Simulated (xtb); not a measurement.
C₂H₅O (SMILES [CH2]CO), doublet, geometry from GFN2-xTB; GFN0-xTB (xtb).

xtb was given this input:
```
$ xtb mol.xyz --gfn 0 --uhf 1 --hess --json

# file mol.xyz
8

C      1.15137558    -0.54678548     0.07260233
C      0.09202467     0.46500352     0.17816257
O     -1.13368056    -0.05970874    -0.27413176
H     -1.81767180     0.61315053    -0.19934148
H     -0.00181551     0.81115250     1.22869683
H      0.36509868     1.36623760    -0.40959167
H      2.14839555    -0.30505774     0.37779903
H      0.91503609    -1.51712129    -0.30909800
```

The log (banner, timings and long lists left out):

```
   ID    Z sym.   atoms
    1    6 C      1, 2
    2    8 O      3
    3    1 H      4-8

           -------------------------------------------------
          |                Calculation Setup                |
           -------------------------------------------------

           -------------------------------------------------
          |                 G F N 0 - x T B                 |
           -------------------------------------------------

          ...................................................
          :                      SETUP                      :
          :.................................................:
          :  # basis functions                  22          :
          :  # atomic orbitals                  22          :
          :  # shells                           16          :
          :  # electrons                        19          :
          :  electronic temp.          300.0000000     K    :
          :  accuracy                    1.0000000          :
          :  -> integral cutoff          0.2500000E+02      :
          :  -> integral neglect         0.1000000E-07      :
          ...................................................

         :::::::::::::::::::::::::::::::::::::::::::::::::::::
         ::                     SUMMARY                     ::
         :::::::::::::::::::::::::::::::::::::::::::::::::::::
         :: total energy             -10.191620605540 Eh    ::
         :: gradient norm              0.012735439503 Eh/a0 ::
         :: HOMO-LUMO gap              5.145713951888 eV    ::
         ::.................................................::
         :: H0 energy                -10.259277001428 Eh    ::
         :: repulsion energy           0.119996465620 Eh    ::
         :: electrostat energy        -0.038608027733 Eh    ::
         :: -> Gsolv                   0.000000000000 Eh    ::
         ::    -> Gsasa                0.000000000000 Eh    ::
         ::    -> Gshift               0.000000000000 Eh    ::
         :: dispersion energy         -0.001146882644 Eh    ::
         :: short-range corr.         -0.012585159354 Eh    ::
         :: add. restraining           0.000000000000 Eh    ::
         :: total charge              -0.000000000000 e     ::
         :::::::::::::::::::::::::::::::::::::::::::::::::::::

           -------------------------------------------------
          |                Numerical Hessian                |
[...]
       2    263.96    -0.48761 ( 99.87%)    -0.56321 (  0.13%)    -0.48771
   ------------------------------------------------------------------------

   temp. (K)  partition function   enthalpy   heat capacity  entropy
                                   cal/mol     cal/K/mol   cal/K/mol   J/K/mol
 298.15  VIB   3.49                 1074.142      7.719      6.084
         ROT  0.145E+05              888.752      2.981     22.022
         INT  0.506E+05             1962.894     10.700     28.106
         TR   0.293E+27             1481.254      4.968     37.325
         TOT                        3444.1479    15.6680    65.4310   273.7632

       T/K    H(0)-H(T)+PV         H(T)/Eh          T*S/Eh         G(T)/Eh
   ------------------------------------------------------------------------
    298.15    0.548860E-02    0.664197E-01    0.310884E-01    0.353313E-01
   ------------------------------------------------------------------------

         :::::::::::::::::::::::::::::::::::::::::::::::::::::
         ::                  THERMODYNAMIC                  ::
         :::::::::::::::::::::::::::::::::::::::::::::::::::::
         :: total free energy         -10.156289256944 Eh   ::
         ::.................................................::
         :: total energy              -10.191620605540 Eh   ::
         :: zero point energy           0.060931120496 Eh   ::
         :: G(RRHO) w/o ZPVE           -0.025599771901 Eh   ::
         :: G(RRHO) contrib.            0.035331348596 Eh   ::
         :::::::::::::::::::::::::::::::::::::::::::::::::::::
imag cut-off (cm-1) :    5.00
 found            1  significant imaginary frequency
 writing imag mode distorted coords to xtbhess.xyz
 for further optimization.

           -------------------------------------------------
          | TOTAL ENERGY              -10.191620605540 Eh   |
          | TOTAL ENTHALPY            -10.125200885925 Eh   |
          | TOTAL FREE ENERGY         -10.156289256944 Eh   |
          | GRADIENT NORM               0.012735439503 Eh/α |
          | HOMO-LUMO GAP               5.145713951888 eV   |
           -------------------------------------------------
########################################################################
[WARNING] Runtime exception occurred
-1- hessian_numhess: Hessian on incompletely optimized geometry!
########################################################################

normal termination of xtb
```
